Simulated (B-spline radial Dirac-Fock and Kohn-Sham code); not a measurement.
# EELS cross sections of the Sb M1 (3s) edge

System: the free antimony atom, [Kr] 4d10 5s2 5p3. Calculated with a radial B-spline solver, using the first Born approximation with generalised oscillator strengths from a Dirac-Hartree-Slater potential (longitudinal and transverse terms; continuum final states only, so no white lines or fine structure). The edge is taken at 940.0 eV (tabulated value).

The run's input, task.json:

```json
{"items": [{
  "Z": 51,
  "q": 0,
  "cfg": [[1, 0, 2], [2, 0, 2], [2, 1, 6], [3, 0, 2], [3, 1, 6], [3, 2, 10], [4, 0, 2], [4, 1, 6], [4, 2, 10], [5, 0, 2], [5, 1, 3]],
  "A": 121,
  "rrms": 4.6802,
  "do": "eels",
  "beams": [[80, 5], [80, 50], [80, 100], [100, 5], [100, 50], [120, 10], [120, 20], [120, 50], [120, 100], [200, 10], [200, 20], [200, 50], [200, 100], [300, 20]],
  "edges": {"M1": 940.0}
}]}
```

Run with: `python xray2_run.py task.json out`

Generalised oscillator strength df/dE of the whole subshell in 10⁻³ per eV, against momentum transfer:

```
q (1/a₀)  20 eV above  50 eV above  80 eV above  100 eV above
  0.0400        0.755        0.736        0.706         0.692
  0.0527        0.755        0.736        0.706         0.692
  0.0695        0.755        0.736        0.706         0.692
  0.0916        0.755        0.736        0.706         0.693
   0.121        0.755        0.736        0.706         0.693
   0.159        0.755        0.736        0.706         0.693
   0.210        0.755        0.736        0.706         0.693
   0.277        0.756        0.737        0.707         0.694
   0.365        0.757        0.738        0.708         0.695
   0.481        0.758        0.740        0.710         0.696
   0.634        0.761        0.743        0.713         0.699
   0.836        0.765        0.748        0.718         0.704
    1.10        0.774        0.758        0.728         0.713
    1.45        0.790        0.777        0.745         0.730
    1.91        0.819        0.814        0.777         0.759
    2.52        0.870        0.885        0.836         0.813
    3.33        0.948         1.01        0.934         0.903
    4.39         1.03         1.16         1.06          1.02
    5.78         1.01         1.23         1.12          1.09
    7.62        0.792         1.03        0.947         0.934
    10.0        0.424        0.562        0.534         0.538
    13.2        0.123        0.161        0.159         0.163
    17.5       0.0116       0.0148       0.0153        0.0159
    23.0     0.000367     0.000370     0.000370      0.000371
    30.3     0.000862     0.000929     0.000959      0.000978
    40.0     0.000180     0.000194     0.000201      0.000207
```

As q goes to zero the values tend to the optical oscillator strength. At 100 eV above the edge the largest value on this grid is at q = 5.78 per a₀; a free electron at rest would take up the loss of 1040 eV at q = 8.74 per a₀, where the Bethe ridge forms once the loss is well above the edge energy.
